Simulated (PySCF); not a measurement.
BF2I, SMILES FB(F)I.

Geometry: PBE0-D3(BJ)/def2-SVP. The def2 effective core potentials stand for the cores of I; spin–orbit coupling is left out.

Level of theory: PBE0/def2-TZVPD (PySCF).

The total energy is -522.27995 hartree. The point group comes out as C2v, the highest occupied level is -8.15 eV and the lowest empty level comes out as -0.74 eV. The orbital gap is 7.42 eV and the dipole moment is 0.46 D. The quadrupole, principal values (traceless, Buckingham form, about the centre of nuclear charge) is -3.03, 0.84, 2.19 D·Å and the mean static polarisability is 48.1 bohr³ (7.13 Å³). The polarisability, principal values comes out as 41.3, 44.8, 58.3 bohr³.
